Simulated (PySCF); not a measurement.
**Basis and Hamiltonian dependence of the excitation energy of B**

B [He] 2s2 2p1 (2P) → B [He] 2s2 3d1 (2D). Calculated with PySCF 2.14 from differences of total energies of unrestricted determinants, without spin-orbit coupling. Values in eV.

```csv
basis,Hamiltonian,functions,UHF,PBE,PBE0,MP2 (valence),CCSD(T) (valence),CCSD(T) (valence and next inner shell)
def2-TZVPPD,non-relativistic,37,7.895,7.612,7.760,7.993,8.148,8.149
"x2c-TZVPPall with one added diffuse shell each of s, p, d type",spin-free X2C,40,7.908,7.623,7.771,8.005,8.156,8.158
aug-cc-pVTZ-DK,spin-free X2C,46,7.922,7.636,7.783,7.958,n/a,n/a
aug-cc-pwCVTZ,non-relativistic,59,7.924,7.641,7.788,7.962,8.107,8.104
def2-QZVPPD,non-relativistic,63,7.529,7.327,7.462,7.664,7.749,7.745
dyall-av3z,non-relativistic,71,7.790,7.533,7.675,7.836,7.967,n/a
dyall-av3z,spin-free X2C,71,7.788,7.531,7.673,7.834,n/a,n/a
"x2c-QZVPPall with one added diffuse shell each of s, p, d, f type",spin-free X2C,73,7.578,7.364,7.501,7.661,7.742,7.738
"aug-cc-pCVTZ-DK with one added diffuse shell each of s, p, d, f type",spin-free X2C,75,6.569,6.701,6.771,6.742,6.112,6.188
aug-cc-pVQZ,non-relativistic,80,7.372,7.211,7.337,7.472,7.521,n/a
aug-cc-pVQZ-DK,spin-free X2C,80,7.369,7.208,7.335,7.470,7.519,n/a
"aug-cc-pVQZ with one added diffuse shell each of s, p, d, f, g type",non-relativistic,105,6.539,6.698,6.766,6.738,n/a,n/a
aug-cc-pCVQZ-DK,spin-free X2C,109,7.369,7.209,7.336,7.473,n/a,n/a
aug-cc-pwCVQZ,non-relativistic,109,7.371,7.210,7.337,7.476,n/a,n/a
```

Frozen in the all-electron rows: valence: 1s2; valence and next inner shell: nothing.

At UHF, def2-TZVPPD, x2c-TZVPPall with one added diffuse shell each of s, p, d type, aug-cc-pVTZ-DK, aug-cc-pwCVTZ, aug-cc-pCVTZ-DK with one added diffuse shell each of s, p, d, f type, aug-cc-pVQZ with one added diffuse shell each of s, p, d, f, g type lie more than 0.3 eV from the median of the rows with comparable relativity. Of these, def2-TZVPPD has no diffuse functions of the l that the added or promoted electron needs.

Reference for a calculation without spin-orbit coupling: 6.789 eV (measured, between term centres; NIST).
